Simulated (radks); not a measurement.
Q: These are the eigenvalues of the occupied orbitals of an atom or ion with whole-number occupations (Ry). All-electron calculation, Dirac Kohn-Sham, BLYP, spin-unpolarised, spherical densities, finite nucleus; Fermi nuclear charge, rms radius of each element as measured or else 0.836 A^(1/3) + 0.57 fm. Program: a radial shooting solver on a logarithmic mesh with Libxc functionals.

| orbital | eigenvalue |
|---|---|
| 1s1/2 | -3314.735 |
| 2s1/2 | -546.2574 |
| 2p1/2 | -517.7832 |
| 2p3/2 | -476.6110 |
| 3s1/2 | -126.4325 |
| 3p1/2 | -114.2228 |
| 3p3/2 | -105.9489 |
| 3d3/2 | -84.70149 |
| 3d5/2 | -82.91089 |
| 4s1/2 | -32.16895 |
| 4p1/2 | -27.48858 |
| 4p3/2 | -25.61232 |
| 4d3/2 | -17.87021 |
| 4d5/2 | -17.52522 |
| 5s1/2 | -10.02494 |
| 5p1/2 | -8.51000 |
| 4f5/2 | -8.42161 |
| 5p3/2 | -8.12450 |

Which element is it, and in what charge state? The configuration may be excited.

A: Z = 61, promethium, charge +7: Pm7+ in [Kr] 4d10 4f(5/2: 1, 7/2: 0) 5s1 5p6. The list shows which subshells hold electrons but not how many an open one holds; the 1s level, -1657.4 hartree, gives Z - s = 57.6 by -(Z - s)^2/2, which with screening and relativity narrows Z to a few neighbours, and the depths of the outer levels then fix element, charge and occupations together.
